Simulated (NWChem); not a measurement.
System: BNH3F; SMILES NBF

```xyz
6

B     -0.4892     0.0627     0.0000
H     -1.6842     0.1000     0.0000
F      0.2018     1.2145     0.0000
N      0.1975    -1.1545     0.0000
H      1.2071    -1.2167     0.0000
H     -0.2752    -2.0459     0.0000
```
Atoms are numbered in this order, from 1.

Program: NWChem. Pople sets run with spherical d functions. All runs use the structure optimised with B3LYP/6-31G* (spherical d). Level M06-2X/6-31G*: energy and gradient on several grids; changes count from the extra-fine grid, which is no exact limit either.

```
grid     size of the energy change (μHa)  largest change of a gradient component (μHa/bohr)  time, medium = 1 (rough)
-------  -------------------------------  -------------------------------------------------  ------------------------
xcoarse                            10000                                               4000                   about 1
coarse                               200                                                400                   about 1
medium                                50                                                300                   about 1
fine                                < 10                                                 60                   about 1
xfine                               < 10                                               < 30                         2
```
